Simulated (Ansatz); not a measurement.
Input file for Ansatz (a quantum-chemistry and plane-wave program): R-CCSD(T)/aug-cc-pVTZ on toluene (SMILES Cc1ccccc1), atoms moved off the minimum.

Ansatz 0.2 input:
```yaml
crystal:
  periodic: [false, false, false]
  atoms:
    - {symbol: C, position_ang: [-2.47261674, -0.07957092, -0.01336949]}
    - {symbol: C, position_ang: [-0.92750577, -0.13231679, -0.03408186]}
    - {symbol: C, position_ang: [-0.14704348, -1.12598877, 0.28659874]}
    - {symbol: C, position_ang: [1.28069698, -1.13159178, 0.14115078]}
    - {symbol: C, position_ang: [1.86729813, 0.19366814, -0.00041809]}
    - {symbol: C, position_ang: [1.08024887, 1.25068678, -0.22640451]}
    - {symbol: C, position_ang: [-0.28535123, 1.14882874, -0.07807039]}
    - {symbol: H, position_ang: [-2.88221248, 0.79723699, 0.52618502]}
    - {symbol: H, position_ang: [-2.78237834, -0.89112379, 0.72493264]}
    - {symbol: H, position_ang: [-2.82320524, -0.24635313, -1.08664524]}
    - {symbol: H, position_ang: [-0.57871786, -2.17150114, 0.41529102]}
    - {symbol: H, position_ang: [1.77967815, -1.99758291, 0.32025417]}
    - {symbol: H, position_ang: [2.89270466, 0.20769556, -0.06245984]}
    - {symbol: H, position_ang: [1.68506895, 2.15137381, -0.33370177]}
    - {symbol: H, position_ang: [-0.84250184, 2.08694670, -0.33762150]}
basis:
  gaussian:
    orbitals: aug-cc-pVTZ
magnetization: {spin_polarized: false}
correlation: {method: ccsd_t, electrons: outside_noble_gas}
scf: {lower_state_search: off}
output: {forces: true}
```

Give the final energy of this run.

-271.0123 hartree (reference determinant -269.7699, T1 diagnostic 0.010).
